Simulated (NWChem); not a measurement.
Everything below was run with NWChem. System: C3H7FSi, charge 0, spin multiplicity 1, at a geometry optimised with B3LYP/def2-SVP. The structure started from a generated list of species. Level: RHF/def2-SVP.

Job file:

```
start mol
memory heap 200 mb stack 800 mb global 1000 mb
geometry units angstroms nocenter noautoz noautosym
  C     -1.686983     0.193905     1.466164
  C     -0.986463     0.205743     0.331770
  F     -1.455280    -0.470590    -0.742229
  C      0.323546     0.861159     0.049259
  Si     1.715124    -0.341452    -0.472686
  H     -2.628128    -0.354990     1.529295
  H     -1.328550     0.734066     2.342543
  H      0.658002     1.424254     0.933830
  H      0.202418     1.587853    -0.775234
  H      1.853537    -1.428219     0.539070
  H      1.435376    -0.939411    -1.807549
  H      2.992532     0.427248    -0.547452
end
basis spherical
  * library def2-svp
end
scf
  rhf
  nopen 0
  maxiter 100
  thresh 1e-7
  semidirect memsize 60000000 filesize 0
end
task scf energy
```

Part of the output:

```
             Northwest Computational Chemistry Package (NWChem) 7.3.0
             --------------------------------------------------------

                                NWChem Input Module
                                -------------------

 Scaling coordinates for geometry "geometry" by  1.889725989
 (inverse scale =  0.529177249)

                             Geometry "geometry" -> ""
                             -------------------------

 Output coordinates in angstroms (scale by  1.889725989 to convert to a.u.)

  No.       Tag          Charge          X              Y              Z
 ---- ---------------- ---------- -------------- -------------- --------------
    1 C                    6.0000    -1.68698300     0.19390500     1.46616400
    2 C                    6.0000    -0.98646300     0.20574300     0.33177000
    3 F                    9.0000    -1.45528000    -0.47059000    -0.74222900
    4 C                    6.0000     0.32354600     0.86115900     0.04925900
    5 Si                  14.0000     1.71512400    -0.34145200    -0.47268600
    6 H                    1.0000    -2.62812800    -0.35499000     1.52929500
    7 H                    1.0000    -1.32855000     0.73406600     2.34254300
    8 H                    1.0000     0.65800200     1.42425400     0.93383000
    9 H                    1.0000     0.20241800     1.58785300    -0.77523400
   10 H                    1.0000     1.85353700    -1.42821900     0.53907000
   11 H                    1.0000     1.43537600    -0.93941100    -1.80754900
   12 H                    1.0000     2.99253200     0.42724800    -0.54745200

 Effective nuclear repulsion energy (a.u.)     218.9801108470

            Nuclear Dipole moment (a.u.)
            ----------------------------
        X                 Y               Z
 ---------------- ---------------- ----------------
     0.0000056692     0.0000094486    -0.0000075589


 Summary of "ao basis" -> "" (spherical)
 ------------------------------------------------------------------------------
       Tag                 Description            Shells   Functions and Types
[...]
              MO Center=  1.3D+00,  2.6D-01, -1.4D-01, r^2= 6.1D+00
   Bfn.  Coefficient  Atom+Function         Bfn.  Coefficient  Atom+Function
  ----- ------------  ---------------      ----- ------------  ---------------
    45      2.491051   4 C  s                67      0.924673   5 Si px
    68     -0.865270   5 Si py               86     -0.828357   8 H  s
    91     -0.752208   9 H  s                69     -0.429505   5 Si pz
    81     -0.379971   7 H  s               101     -0.362416  11 H  s
    60     -0.340520   5 Si s                17     -0.323283   2 C  s

 Vector   26  Occ=0.000000D+00  E= 1.594925D-01
              MO Center= -4.3D-01,  2.4D-01,  5.1D-01, r^2= 5.1D+00
   Bfn.  Coefficient  Atom+Function         Bfn.  Coefficient  Atom+Function
  ----- ------------  ---------------      ----- ------------  ---------------
   106     -0.638030  12 H  s                91     -0.611840   9 H  s
    45      0.589387   4 C  s                68      0.525278   5 Si py
    22      0.447545   2 C  py                8     -0.440126   1 C  py
    21     -0.381579   2 C  px                7      0.340947   1 C  px
    19      0.319129   2 C  py               67      0.300118   5 Si px

 Vector   27  Occ=0.000000D+00  E= 1.898680D-01
              MO Center=  1.4D+00, -4.4D-02, -3.4D-01, r^2= 5.6D+00
   Bfn.  Coefficient  Atom+Function         Bfn.  Coefficient  Atom+Function
  ----- ------------  ---------------      ----- ------------  ---------------
    96      1.391024  10 H  s                69     -1.231894   5 Si pz
    68      1.064616   5 Si py              106     -0.609123  12 H  s
    51      0.517500   4 C  pz               86     -0.508139   8 H  s
   101     -0.486940  11 H  s                81     -0.450260   7 H  s
    91      0.334230   9 H  s                 8      0.239646   1 C  py

 center of mass
 --------------
 x =  -0.09766147 y =  -0.03991022 z =  -0.06144424

 moments of inertia (a.u.)
 ------------------
         295.324381444881          28.574002983102         163.244886433050
          28.574002983102         893.434461818400         -63.617100095670
         163.244886433050         -63.617100095670         781.461585106895

  Mulliken analysis of the total density
  --------------------------------------

    Atom       Charge   Shell Charges
 -----------   ------   -------------------------------------------------------
    1 C    6     6.16   1.99  0.85  0.27  2.02  0.99  0.03
    2 C    6     5.74   1.99  0.90  0.21  1.89  0.65  0.10
    3 F    9     9.35   1.99  1.12  0.82  3.34  2.07  0.01
    4 C    6     6.34   1.99  0.86  0.31  2.07  1.08  0.03
    5 Si  14    13.31   2.00  1.99  0.94  0.16  5.94  1.23  0.83  0.22
    6 H    1     0.92   0.74  0.16  0.03
    7 H    1     0.94   0.75  0.17  0.03
    8 H    1     0.92   0.74  0.16  0.03
    9 H    1     0.91   0.73  0.15  0.03
   10 H    1     1.14   0.74  0.38  0.01
   11 H    1     1.13   0.74  0.37  0.01
   12 H    1     1.14   0.74  0.39  0.01

       Multipole analysis of the density wrt the origin
       ------------------------------------------------

     L   x y z        total         open         nuclear
     -   - - -        -----         ----         -------
     0   0 0 0     -0.000000      0.000000     48.000000

     1   1 0 0      0.333983      0.000000      0.000006
     1   0 1 0      0.478250      0.000000      0.000009
     1   0 0 1      0.408647      0.000000     -0.000008

     2   2 0 0    -30.627750      0.000000    383.471863
     2   1 1 0      0.228342      0.000000    -18.015318
     2   1 0 1     -1.377146      0.000000   -100.862869
     2   0 2 0    -29.479844      0.000000     60.258078
     2   0 1 1     -0.003005      0.000000     34.792852
     2   0 0 2    -28.905762      0.000000    124.329469

 Task  times  cpu:        5.8s     wall:        5.8s

 Total times  cpu:        6.1s     wall:        6.1s
```
